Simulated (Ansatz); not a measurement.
An input meant for PdSe₂⁻ (charge -1, doublet).

```yaml
crystal:
  periodic: [false, false, false]
  atoms:
    - {symbol: Pd, position_ang: [-1.051982, -0.910657, 0.177326]}
    - {symbol: Se, position_ang: [0.541352, 0.668841, 1.098959]}
    - {symbol: h, position_ang: [0.510640, 0.241816, -1.276286]}
basis:
  gaussian: {orbitals: def2-mTZVP}
total_charge: -1
magnetization: {spin_polarized: true, initial_magnetization: 1}
hamiltonian: {xc: {name: B97}}
scf: {lower_state_search: off}
output: {forces: true}
```

```sh
$ ansatz run in.yaml --threads 4 --pin off --events-out ev --progress --plain --max-ram 3916MiB
```

Output, abridged:

```
Error: YAML parse error: error: line 6 column 16: `h` is not an element symbol (H … Og, case-exact)
 --> <input>:6:16
4 |     - {symbol: Pd, position_ang: [-1.051982, -0.910657, 0.177326]}
5 |     - {symbol: Se, position_ang: [0.541352, 0.668841, 1.098959]}
6 |     - {symbol: h, position_ang: [0.510640, 0.241816, -1.276286]}
7 | basis:
8 |   gaussian: {orbitals: def2-mTZVP}
```

Q: Something in this input is off. What?

A: An element symbol is wrong. The input was rejected before any iteration.
